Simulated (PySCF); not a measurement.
The dipole of `CC1=CP=C(F)S1` from its density and from atomic charges.

Coordinates (GFN2-xTB, Å) and charges (e) from the PBE0/pcSseg-1 density (PySCF):

| atom | x | y | z | Mulliken | IAO | Hirshfeld | ESP-fitted |
| --- | --- | --- | --- | --- | --- | --- | --- |
| C1 | -1.719 | -0.418 | -0.248 | -0.1205 | -0.4266 | -0.1170 | -0.5065 |
| C2 | -0.284 | -0.070 | -0.045 | -0.4598 | -0.1196 | -0.0158 | +0.0330 |
| C3 | 0.193 | 1.002 | 0.629 | -0.3019 | -0.4018 | -0.1349 | -0.2114 |
| P4 | 1.938 | 1.242 | 0.763 | +0.4181 | +0.3080 | +0.0381 | -0.0947 |
| C5 | 2.236 | -0.179 | -0.139 | -0.1014 | -0.1045 | -0.0064 | +0.0751 |
| F6 | 3.461 | -0.630 | -0.436 | -0.2466 | -0.2377 | -0.0780 | -0.0796 |
| S7 | 0.912 | -1.127 | -0.726 | +0.2888 | +0.3327 | +0.1097 | +0.0539 |
| H8 | -1.938 | -1.396 | 0.177 | +0.1399 | +0.1600 | +0.0486 | +0.1845 |
| H9 | -2.355 | 0.324 | 0.227 | +0.1284 | +0.1620 | +0.0574 | +0.1553 |
| H10 | -1.955 | -0.455 | -1.311 | +0.1398 | +0.1600 | +0.0486 | +0.1839 |
| H11 | -0.483 | 1.709 | 1.083 | +0.1152 | +0.1675 | +0.0497 | +0.2066 |

Question: Compute μ = Σ q r for each scheme (1 e·Å = 4.803 D) and compare with the dipole of the full density.

Answer: The full density gives (-2.93, -0.40, -0.22) D, 2.97 D in size; dipole vectors point from the negative to the positive end.

```json
{"scheme": "Mulliken", "μx": "-3.02", "μy": "0.61", "μz": "0.42", "size (D)": "3.11", "share of the full size (%)": "105", "angle to the full dipole (°)": "23"}
{"scheme": "IAO", "μx": "-2.65", "μy": "0.01", "μz": "0.04", "size (D)": "2.65", "share of the full size (%)": "89", "angle to the full dipole (°)": "10"}
{"scheme": "Hirshfeld", "μx": "-1.34", "μy": "-0.47", "μz": "-0.28", "size (D)": "1.45", "share of the full size (%)": "49", "angle to the full dipole (°)": "13"}
{"scheme": "ESP-fitted", "μx": "-2.90", "μy": "-0.39", "μz": "-0.22", "size (D)": "2.94", "share of the full size (%)": "99", "angle to the full dipole (°)": "0"}
```

Question: Which set comes closest?

Answer: Length of the difference vector: ESP-fitted 0.03 D, IAO 0.56 D, Mulliken 1.20 D, Hirshfeld 1.59 D. Closest: ESP-fitted. 

Question: What is left for the Hirshfeld atoms' own dipoles?

Answer: The Hirshfeld atoms' densities add up to the full density, so μ = Σ q r + Σ (atomic dipoles). The atomic dipoles sum to (-2.93, -0.40, -0.22) − (-1.34, -0.47, -0.28) = (-1.59, 0.07, 0.06) D, 1.59 D in size.

Question: With the origin at the mean of the coordinates, (0.000, 0.000, -0.002) Å, which are the largest single terms, by size, of the ESP-fitted dipole along the direction of the full one?

Answer: C1 -4.32, H8 +1.85, H10 +1.85, H9 +1.69, F6 +1.26 D; all 11 atoms together +2.94 D. The single terms depend on the origin, their sum doesn't.

Question: Give the size of the full dipole in other units.

Answer: 2.97 D = 1.168 au = 0.618 e·Å = 9.90 × 10⁻³⁰ C·m.

Isolated species at its GFN2-xTB geometry, gas phase.
